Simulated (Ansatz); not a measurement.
Zn8O8H22. Charge 0, multiplicity 1. Geometry PBE-D4/def2-SVP.

```tsv
atom	x (Å)	y (Å)	z (Å)
Zn1	-1.719	3.603	0.512
O2	-1.078	1.316	2.947
O3	-0.453	1.752	-0.094
Zn4	1.048	1.061	1.052
Zn5	-1.454	-0.643	2.523
O6	0.438	-0.869	1.635
O7	2.194	0.787	-0.612
Zn8	3.680	-0.432	-1.617
Zn9	0.509	-2.545	0.493
O10	3.707	-2.075	-0.363
Zn11	-2.371	1.195	-0.391
O12	-2.407	-0.542	0.660
O13	-2.273	0.403	-2.270
Zn14	1.100	-0.008	-2.194
Zn15	-1.841	-2.103	-0.609
O16	0.118	-1.590	-1.323
H17	-1.411	4.574	-0.681
H18	-1.838	3.403	2.108
H19	-0.113	1.541	3.011
H20	-1.475	2.175	2.519
H21	-0.084	2.064	-0.946
H22	1.582	1.721	2.399
H23	-2.028	-1.690	3.527
H24	1.047	-1.021	2.386
H25	2.559	1.673	-0.813
H26	5.072	0.265	-1.760
H27	2.455	-0.914	-2.748
H28	1.849	-3.396	0.603
H29	4.354	-2.047	0.364
H30	2.900	-2.566	0.001
H31	-3.301	2.421	0.024
H32	-3.342	-0.739	0.874
H33	-1.328	0.478	-2.614
H34	-2.502	-0.569	-2.282
H35	0.101	0.946	-2.993
H36	-1.112	-3.170	0.505
H37	-2.850	-2.176	-1.836
H38	0.266	-2.283	-1.999
```

B3LYP takes the VWN-RPA correlation. Single mean-field runs in def2-SVP, def2-TZVP are fitted with def2-universal-jkfit. At HF/STO-3G the highest occupied level of the charge 0 singlet lies above zero (up to 0.95 eV). In Hartree–Fock with STO-3G the lack of diffuse functions raises the level.

Task: Estimate the orbital energies around the gap (eV) in Ansatz with HF/STO-3G, r2SCANh-D4/def2-TZVP, B3LYP-D4/def2-TZVP, PBE0-D4/def2-SVP, PBE0-D4/def2-TZVP.

Result: 
```csv
orbital,HF/STO-3G,r2SCANh-D4/def2-TZVP,B3LYP-D4/def2-TZVP,PBE0-D4/def2-SVP,PBE0-D4/def2-TZVP
HOMO−5,-2.10,-7.88,-8.19,-8.20,-8.40
HOMO−4,-1.89,-7.70,-8.01,-7.97,-8.20
HOMO−3,-0.96,-7.37,-7.69,-7.63,-7.87
HOMO−2,-0.43,-7.33,-7.63,-7.58,-7.81
HOMO−1,-0.06,-7.25,-7.56,-7.50,-7.74
HOMO,0.95,-6.87,-7.15,-7.05,-7.33
LUMO,6.68,-1.35,-1.34,-0.58,-1.10
LUMO+1,6.82,-1.18,-1.20,-0.36,-0.95
LUMO+2,6.98,-1.13,-1.15,-0.25,-0.93
LUMO+3,7.51,-1.03,-1.05,-0.05,-0.82
LUMO+4,7.73,-0.69,-0.81,0.34,-0.56
LUMO+5,8.11,-0.50,-0.56,0.43,-0.31
```
